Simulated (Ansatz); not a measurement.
`C#C[Se]BF` + `[InH3]` → `C#[C][InH2]` + `FB[SeH]` at 400 K and 1 bar (formal exchange of groups at a C–Se bond).

Gas-phase electronic energies from Ansatz, PBE0-D4/def2-TZVP geometries. CCSD(T)/CBS adds triple-zeta CCSD(T) − MP2 to the extrapolated MP2 energy (def2 sets, frozen cores). def2 core potentials past Kr. For In, Se outer-core shells are correlated without core-valence functions, which leaves a few kJ/mol of doubt a bond. Scalar relativity is left out up to krypton. One conformer a species, not always the lowest.

```
      species  CCSD(T)/CBS energy (Eh)  H − E (kJ/mol)  S (J/(mol·K))
  `C#C[Se]BF`              -2602.59174           120.0          359.3
     `[InH3]`               -191.56739            59.8          243.4
`C#[C][InH2]`               -267.62648           102.5          320.9
    `FB[SeH]`              -2526.56401            81.4          299.9
```

H − E and S are ideal-gas, rigid-rotor, harmonic terms from PBE0-D4/def2-TZVP, for one conformer and one mirror image of each species. 1 Eh = 2625.50 kJ/mol, R = 8.31446 J/(mol·K).

Task: By hand: ΔE, ΔH, ΔS and ΔG.

Result: ΔE = (-267.62648) + (-2526.56401) − (-2602.59174) − (-191.56739) = -0.03136 Eh = -82.3 kJ/mol. Δ(H − E) = 102.5 + 81.4 − 120.0 − 59.8 = 4.1, so ΔH = -78.2 kJ/mol. ΔS = 320.9 + 299.9 − 359.3 − 243.4 = 18.1 J/(mol·K). ΔG = -78.2 − 400 × (18.1)/1000 = -85.4 kJ/mol.

Task: By hand: the equilibrium constant, and the temperature at which ΔG would vanish if ΔH and ΔS stayed fixed.

Result: log₁₀ K = −ΔG/(RT ln 10) = 11.2. ΔH and −TΔS have one sign here, so there is no such temperature.

ΔH outweighs TΔS. A doubt of 5 kJ/mol in ΔE shifts log₁₀ K by 0.7 here. Other conformers and mirror images would add mixing entropy, several J/(mol·K) or more a flexible species. These are equilibria of isolated gas molecules and say nothing of rates. Largest T1 diagnostic: 0.015 (customary marks: 0.02 for closed shells, 0.045 for open ones).
